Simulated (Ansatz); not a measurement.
One change: `C/C(F)=[CH]/[GeH3]` becomes `C/C=C(/C)F`.

Ansatz, PBE0-D4/def2-TZVP geometries, multiplicity 1. 

Scalar relativity is left out up to krypton.

```csv
property,`C/C(F)=[CH]/[GeH3]`
HOMO energy (PBE0/def2-TZVPP) / eV,-7.38
zero-point energy (PBE0-D4/def2-TZVP) / kJ/mol,225.5
HOMO energy (PBE/def2-TZVPP) / eV,-6.19
LUMO energy (PBE0/def2-TZVPP) / eV,-0.08
size of the dipole moment (PBE/def2-TZVPP) / D,1.89
HOMO energy (B3LYP/def2-TZVPP) / eV,-7.17
```

(1) Give the same properties after the change, and the shifts. (Estimate.)

Results:

(1) Computed: 
```
                                      property  `C/C=C(/C)F`  shift
            HOMO energy (PBE0/def2-TZVPP) / eV         -6.86   0.52
zero-point energy (PBE0-D4/def2-TZVP) / kJ/mol         264.1   38.6
             HOMO energy (PBE/def2-TZVPP) / eV         -5.66   0.53
            LUMO energy (PBE0/def2-TZVPP) / eV          0.85   0.93
size of the dipole moment (PBE/def2-TZVPP) / D          1.28  -0.61
           HOMO energy (B3LYP/def2-TZVPP) / eV         -6.66   0.51
```

With PBE0 the HOMO rises by 0.52 eV and the LUMO rises by 0.93 eV, so the gap widens by about 0.41 eV. PBE moves the HOMO by 0.53 eV and ωB97M-V by 0.51 eV. Dipoles are sizes alone; their direction can turn.

B3LYP here is the variant with VWN-RPA as its local correlation; programs differ in this.
